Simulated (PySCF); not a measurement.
Two species compared at the same levels of theory.

First species: C7H14SSi.
Geometry (PBE0-D3(BJ)/def2-SVP, Å), atoms numbered from 1 in this order:
```
atom  x, y, z in Å
Si1    3.3319    0.3137    0.1995
S2     2.2529    0.7573   -1.5958
C3     0.5139    0.2534   -1.2152
C4     0.4362   -1.2212   -0.8122
C5    -0.9308   -1.8335   -0.9429
C6    -2.0388   -1.3963   -0.3354
C7    -2.1098   -0.2061    0.5791
C8    -1.6320    1.1059   -0.0456
C9    -0.1231    1.2315   -0.2331
H10    2.7453    0.9657    1.4102
H11    4.6941    0.8662   -0.0523
H12    3.4434   -1.1521    0.4733
H13    0.0324    0.3696   -2.2007
H14    0.7897   -1.3194    0.2327
H15    1.1499   -1.7858   -1.4289
H16   -1.0107   -2.7143   -1.5896
H17   -2.9706   -1.9431   -0.5167
H18   -1.5090   -0.4029    1.4883
H19   -3.1457   -0.0805    0.9281
H20   -2.1418    1.2535   -1.0132
H21   -1.9527    1.9391    0.6013
H22    0.1088    2.2522   -0.5747
H23    0.3713    1.1196    0.7492
```

Second species: C₇H₁₄SSi.
Atom-mapped SMILES: `[SiH3:1][S:2][C@@H:3]1[CH2:4][C:5]12[CH2:6][CH2:7][CH2:8][CH2:9]2` (hydrogens: H10, H11, H12 on Si1; H13 on C3; H14, H15 on C4; H16, H17 on C6; H18, H19 on C7; H20, H21 on C8; H22, H23 on C9)

Levels: wB97X-D/def2-SVPD for HOMO energy, LUMO energy, HOMO–LUMO gap and static isotropic polarisability; TDDFT wB97X-D/def2-SVPD for lowest singlet excitation; TDA wB97X-D/def2-SVPD for lowest triplet excitation (Tamm–Dancoff); ΔSCF wB97X-D/def2-SVPD for vertical ionisation energy. Geometries: PBE0-D3(BJ)/def2-SVP. All species are isolated and taken at one optimised geometry, non-relativistic unless stated. Electronic properties by PySCF.

Problem. Which has the higher static isotropic polarisability?

Solution. The first: 128.8 au against 124.3 au, a difference of 4.5 au.

Problem. Which has the higher T1 energy?

Solution. The second: 5.45 eV against 4.22 eV, a difference of 1.23 eV.

Problem. Which of the two has the higher LUMO energy, and by how much?

Solution. The second: 1.75 eV against 1.58 eV, a difference of 0.17 eV.

Problem. Which has the higher S1 energy?

Solution. The second: 5.78 eV against 5.66 eV, a difference of 0.12 eV.

Problem. Which of the two has the higher HOMO–LUMO gap, and by how much?

Solution. The second: 10.38 eV against 10.20 eV, a difference of 0.18 eV.

On the first: S1 lies 4.54 eV below the HOMO–LUMO gap; its leading configuration is HOMO→LUMO, weight 0.56. No computed singlet falls in the visible range (750 to 380 nm, 1.65 to 3.26 eV); S1 lies 2.40 eV above its blue end.

On the second: No computed singlet falls in the visible range (750 to 380 nm, 1.65 to 3.26 eV); S1 lies 2.52 eV above its blue end. The vertical singlet–triplet gap S1 − T1 is 0.33 eV (TDDFT singlet less Tamm–Dancoff triplet; S1: HOMO→LUMO, weight 0.63; T1: HOMO→LUMO, weight 0.55).

One conformer stands for the species.
